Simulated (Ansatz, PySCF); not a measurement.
Molecule: C$_{2}$H$_{6}$BO, charge 0, multiplicity 2. It need not be the lowest isomer of its formula. 
Coordinates optimised at B3LYP-D3(BJ)/def2-TZVP (Ansatz, a program for electronic structure):
```xyz
10

B     -0.8636     0.1017    -0.5405
C     -1.3185    -1.0129     0.4648
O      0.3193     0.7035    -0.6195
C      1.4502     0.4430     0.2303
H     -1.2322    -0.6540     1.4977
H     -0.6740    -1.8958     0.3744
H     -2.3469    -1.3333     0.3080
H      1.6975     1.3616     0.7608
H      1.2393    -0.3505     0.9475
H      2.2896     0.1544    -0.4009
```
Charge 0, spin multiplicity 2.

Total electronic energies in hartree. Correlated levels leave the core frozen unless marked. Open shells are spin-unrestricted. Spin-orbit coupling is left out. No relativistic terms. Basis-set limits of correlation are two-point, X^-3; Hartree-Fock from the larger set. [CCSD(T)-MP2]/basis is that difference in the basis named.

| level | program | energy (Eh) |
|---|---|---|
| HF-D3(BJ)/def2-TZVPD | PySCF + dftd3 | -178.87761 |
| PBE0-D4/def2-TZVP | Ansatz + dftd4 | -179.71959 |
| PBE0-D4/def2-TZVPD | Ansatz + dftd4 | -179.72041 |
| r2SCANh/def2-TZVPD | Ansatz | -179.82146 |
| B2PLYP-D3(BJ)/def2-TZVPD | Ansatz + dftd3 | -179.78020 |
| MP2/cc-pwCVTZ | Ansatz | -179.50133 |
| SCS-MP2/cc-pVDZ | Ansatz | -179.29803 |
| CCSD/cc-pwCVTZ | Ansatz | -179.53523 |
| RI-MP2/CBS(cc-pVTZ,cc-pVQZ)+[CCSD(T)-MP2]/cc-pVTZ | Ansatz | -179.6434 |

Totals of different functionals don't rank their quality; only differences between species are comparable.
